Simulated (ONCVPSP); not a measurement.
# Ranking ONCV potentials for Ti

All share these settings but for the change named:

```json
{
  "Element": "titanium (Ti)",
  "Generator": "ONCVPSP 4.0.1",
  "Type": "optimised norm-conserving Vanderbilt (ONCV)",
  "Functional": "PBE",
  "Relativity": "scalar-relativistic",
  "Frozen core": "[Ne]",
  "Valence charge": "12",
  "Reference configuration": "3s2 3p6 3d2 4s2",
  "Partial waves": "3s+4s: rc 2.00 bohr, ncon 3, nbas 8, qcut 5.6 1/bohr, 2 projectors; 3p: rc 1.10 bohr, ncon 4, nbas 8, qcut 7 1/bohr, 2 projectors, debl 1.1 Ha; 3d: rc 1.75 bohr, ncon 4, nbas 9, qcut 9.6 1/bohr, 2 projectors, debl 1.4 Ha",
  "Local potential": "polynomial inside 0.90 bohr (lpopt 2, dvloc0 0 Ha)",
  "Core correction": "none"
}
```

In the p channel the program set the typed energies aside and used -1.428, 0.250 Ha.

Cutoff: the first of the cutoffs (Ha) at which the residual kinetic energy of the hardest occupied pseudo-wave falls to 1 and 0.1 mHa per electron; the density cutoff is not measured.

The base gives 32 Ha.

Of 10 variants that were run, those that failed, showed a ghost or another fault, or gave nearly equal values are left out.

A variant can come out equal or close to the base.

**Question.** Rank these variants from softest to hardest (loose cutoff).
A. p: rc 0.92
B. all radii scaled by about 0.89 (s 1.80, p 0.98, d 1.56 bohr); local potential polynomial inside 0.80 bohr (lpopt 2, dvloc0 0 Ha)
C. s: qcut 6.2

**Answer.** C (32 Ha), B (47 Ha), A (59 Ha).
